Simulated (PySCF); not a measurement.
## Structure elucidation problem

The spectra below were simulated for a compound C₇H₉P₃.

1H NMR (400 MHz, computed): δ 10.47 (m, 1H), 3.26 (m, 3H), 2.34 (m, 1H), 1.47 (m, 2H), 1.15 (m, 2H).

13C{1H} NMR (computed): δ 234.6 (C), 222.4 (C), 197.6 (CH), 26.2 (CH3), 18.7 (CH), 18.6 (CH2).

Computed data (PySCF 2.14): structure optimised with PBE0-D3(BJ)/def2-SVP, HF/pcSseg-1 with gauge-including orbitals. No solvent model, non-relativistic, a single conformation, fast rotation and ring inversion assumed for equivalent nuclei.

Shifts are taken against calculated references (same method and geometry level): 1H (31.69 ppm) and 13C (190.85 ppm) against TMS.

What is the structure?

Answers


6 carbon signals for 7 carbons: some carbons are equivalent by symmetry or fast rotation. Carbon types of the structure: 2 × C, 2 × CH, 2 × CH2, 1 × CH3, which accounts for all hydrogens. δC 234.6, 222.4: substituted aromatic carbon. δC 197.6: aromatic CH. δC 26.2: methyl carbon on an aromatic ring; saturated and bonded to C and H only. δC 18.7, 18.6: three-membered-ring carbon; carbons of three-membered rings are unusually shielded. δH 10.47: hydrogen on an aromatic CH; the ring current deshields protons in the ring plane. δH 3.26: hydrogen on a methyl carbon on an aromatic ring; benzylic-type position, deshielded by the ring. δH 2.34, 1.47, 1.15: hydrogen on a three-membered-ring carbon.

The compound is `Cc1pcpc(C2CC2)p1`.

The shifts were computed for this structure.

Splittings by 31P in the carbon and heteronuclear signals aren't shown, as no couplings were computed. Shifts are as computed. Against solution values, carbons near 30 ppm lie about -0 ppm off and those near 130 ppm about +7 ppm. Of 1313 compounds with measured shifts, 239 miss one by over three times the rms of a fit or turn the order of signals round; such compounds aren't used in these exercises. No couplings were computed; multiplicities are counted from neighbouring protons, with m where these are inequivalent, close in shift, in a saturated or five-membered ring or joined by F or P, and br s for small geminal =CH2 splittings.
